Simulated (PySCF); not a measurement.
# Electronic absorption of C5H9ClOSi

C₅H₉ClOSi.
Numbering: `[SiH3:1][O:2]/[C:3]([Cl:4])=[CH:5]\[CH:6]1[CH2:7][CH2:8]1` (hydrogens: H9, H10, H11 on Si1; H12 on C5; H13 on C6; H14, H15 on C7; H16, H17 on C8)

Theory: TDDFT wB97X-D/def2-SVPD, vertical, gas phase, core orbitals frozen in the response in PySCF 2.14.0, density-fitted response routines. The structure is a single GFN2-xTB conformer in the gas phase; no vibrational or solvent corrections. Torsions of this conformer, `[SiH3:1][O:2]/[C:3]([Cl:4])=[CH:5]\[CH:6]1[CH2:7][CH2:8]1`: Si1–O2–C3–Cl4 0°, C3–C5–C6–C7 146°.

Task: Predict the UV-vis stick spectrum at this level.

Result: 

| state | E (eV) | λ (nm) | f | \|μ\| (D) | symmetry | main configurations (H = HOMO, L = LUMO) |
| --- | --- | --- | --- | --- | --- | --- |
| S1 | 5.70 | 217.5 | 0.0000 | 0.01 | – | H→L (42%), H→L+3 (27%), H→L+1 (14%) |
| S2 | 6.11 | 202.8 | 0.0005 | 0.15 | – | H→L+1 (51%), H→L (36%) |
| S3 | 6.31 | 196.5 | 0.652 | 5.22 | A′ | H→L+2 (97%) |
| S4 | 6.96 | 178.1 | 0.0093 | 0.59 | A″ | H→L+4 (30%), H→L+3 (23%), H→L+5 (18%) |
| S5 | 7.25 | 170.9 | 0.0055 | 0.45 | A″ | H→L+5 (53%), H→L+3 (27%) |
| S6 | 7.39 | 167.8 | 0.0001 | 0.05 | – | H→L+4 (51%), H→L+1 (13%), H→L+5 (12%) |
| S7 | 7.56 | 164.1 | 0.0039 | 0.37 | A″ | H→L+6 (79%) |
| S8 | 7.74 | 160.2 | 0.048 | 1.28 | A′ | H→L+7 (73%), H→L+8 (13%) |

Triplets (Tamm–Dancoff): T1 4.08 eV, H→L+2 (83%); T2 5.40 eV, H→L+3 (29%), H→L (25%), H→L+1 (24%); T3 6.00 eV, H→L (54%), H→L+1 (33%).

The lowest singlet comes at 218 nm (550 kJ/mol) in the ultraviolet; it is dark (f under 0.0005); its leading configuration is HOMO→LUMO (42%). The strongest level in the table is S3 at 6.31 eV (197 nm, f = 0.652). Löwdin shares by element: HOMO carbon 48% or more, oxygen 12%, chlorine 12% (atoms not listed hold the other 28%); LUMO silicon 39%, hydrogen 33% or more (atoms not listed hold the other 28%). Orbital energies (eV): HOMO-3 -11.18, HOMO-2 -11.14, HOMO-1 -10.55, HOMO -8.07, LUMO 1.78, LUMO+1 2.03, LUMO+2 2.09. Weighted by f, the mean energy of these states is 6.43 eV. The oscillator strengths of these states sum to 0.720; summed over the whole spectrum of an exact calculation they would give the number of electrons, 78 (Thomas–Reiche–Kuhn). Symmetry labels in Cs follow from the direction of the transition dipole and are given only for states with f of 0.002 or more. The window holds the lowest 8 singlets.

Time: 1.9 min; peak memory 1.1 GiB. Hardware: one thread of an Arm Neoverse N1, shared host.
